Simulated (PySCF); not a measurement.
CH₆Cl₂Si₂. Atoms are numbered in the order given.

```xyz
11

Si     1.0609     0.4802     0.2271
Cl     3.0708     0.2490    -0.2410
C      0.0738    -0.8147    -0.7029
Si    -1.6497    -1.0900    -0.0361
Cl    -2.4998     0.7638     0.3706
H      0.6595     1.8543    -0.1707
H      0.9171     0.2942     1.6979
H      0.6176    -1.7744    -0.6483
H      0.0251    -0.5254    -1.7659
H     -1.6005    -1.8506     1.2433
H     -2.5268    -1.7903    -1.0147
```

Geometry: PBE0-D3(BJ)/def2-SVP. One conformer was computed; it need not be the lowest.

Computed with B3LYP/pcSseg-1 in PySCF.

GIAO shieldings, no solvent; atoms listed in one row are averaged. δ = σ(ref) − σ: ²⁹Si against TMS (σ = 338.7 ppm); ³⁵Cl against HCl (σ = 933.3 ppm); ¹³C against TMS (σ = 181.3 ppm); ¹H against TMS (σ = 31.68 ppm), references at their B3LYP-D3(BJ)/def2-TZVP geometries, non-relativistic (without spin–orbit terms, shifts of atoms bonded to Cl or Br come out too high).

### Question
Estimate the chemical shifts. (The exact figures need the calculation; the answer reports its results.)

### Answer

| nucleus | atoms | count | δ (ppm) |
|---|---|---|---|
| ²⁹Si | Si1, Si4 | 2 | -6.1 |
| ³⁵Cl | Cl2 | 1 | -29.8 |
| ³⁵Cl | Cl5 | 1 | -41.2 |
| ¹³C | C3 | 1 | 6.3 |
| ¹H | H11 | 1 | 5.51 |
| ¹H | H6 | 1 | 5.47 |
| ¹H | H10 | 1 | 5.40 |
| ¹H | H7 | 1 | 5.37 |
| ¹H | H9 | 1 | 1.27 |
| ¹H | H8 | 1 | 0.42 |
